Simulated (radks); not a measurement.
Species: Br4+. Configuration: [Ar] 3d10 4s2 4p1. All-electron calculation, scalar-relativistic Kohn-Sham, PBEsol, spin-polarised, spherical densities, finite nucleus; open shells are filled with parallel spins first; Fermi nuclear charge, rms radius 4.1629 fm. Program: a radial shooting solver on a logarithmic mesh with Libxc functionals.

Unscreened Slater integrals over Kohn-Sham orbitals (eV). They are taken over the spin-up orbitals.

integral    value
F0(4p,4p)  14.520
F2(4p,4p)  7.7629
F0(4p,4s)  15.298
G1(4p,4s)  10.396
F0(4p,3d)  18.628
F2(4p,3d)  4.2895
G1(4p,3d)  1.5049
G3(4p,3d)  1.3982
F0(4p,3p)  18.700
F2(4p,3p)  4.1186
G0(4p,3p)  1.0697
G2(4p,3p)  1.2507
F0(4s,4s)  16.251
F0(4s,3d)  20.526
G2(4s,3d)  1.9118
F0(4s,3p)  20.619
G1(4s,3p)  1.5353
F0(3d,3d)  42.584
F2(3d,3d)  20.377
F4(3d,3d)  12.817
F0(3d,3p)  42.870
F2(3d,3p)  20.577
G1(3d,3p)  24.862
G3(3d,3p)  15.420
F0(3p,3p)  43.586
F2(3p,3p)  21.852

Derived for the open shells (J is the average intra-shell exchange parameter used in DFT+U). 4p: J = F2/5 = 1.553 eV.
